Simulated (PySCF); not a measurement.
A calculated (PBE0, PySCF 2.14, aug-cc-pVDZ, no relativity, point nucleus) atom or ion has these occupied shells.

```csv
shell,electrons,orbital energy (eV),"rms radius, mean of both spins (bohr)"
1s α,1,-4432.7,0.0852
1s β,1,-4432.7,0.0852
2s α,1,-508.59,0.375
2s β,1,-508.57,0.375
2p α,3,-423.99,0.342
2p β,3,-423.95,0.342
3s α,1,-82.483,1.14
3s β,1,-82.382,1.14
3p α,3,-59.618,1.26
3p β,3,-59.505,1.26
4p α,1,-15.373,3.84
```

Q: Name the element and its charge.

A: Sc²⁺ (scandium, charge +2), in [Ar] 4p1, 2P determinant (an excited configuration).
